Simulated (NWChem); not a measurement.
System: SiNH$_{4}$Br; SMILES [SiH2](Br)N

```xyz
7

Si     0.5712     1.0472     0.0507
N     -0.7272     2.1710     0.1284
Br     0.0088    -1.1140    -0.3750
H      1.4618     1.4503    -1.0587
H      1.2426     1.0294     1.3681
H     -1.3646     2.1468     0.9165
H     -1.2168     2.4308    -0.7207
```
Atoms are numbered in this order, from 1.

Level: B3LYP/6-31G* (spherical d) (NWChem), optimised geometry, unscaled harmonic frequencies. This build's default masses of Se (78.918 u) and Br (79.917 u) are each other's, which moves their modes by up to 0.6 %.

```csv
frequency (cm⁻¹),IR intensity (km/mol)
200,12.3
267,19.0
389,13.0
499,341.8
518,20.0
756,0.1
860,21.1
896,329.7
935,124.9
937,56.0
1628,53.0
2288,95.0
2305,140.7
3555,32.0
3646,28.4
```

```
Quantity                                                                           Result
-----------------------------------------------------------------------  ----------------
zero-point energy                                                           28.1 kcal/mol
thermal correction to the enthalpy at 298.15 K (with zero-point energy)     31.8 kcal/mol
heat capacity Cv                                                         16.2 cal/(mol K)
entropy at 298.15 K and 1 atm (symmetry number 1)                        72.9 cal/(mol K)
dipole moment                                                                      2.48 D
```

Rigid rotor and harmonic oscillator.
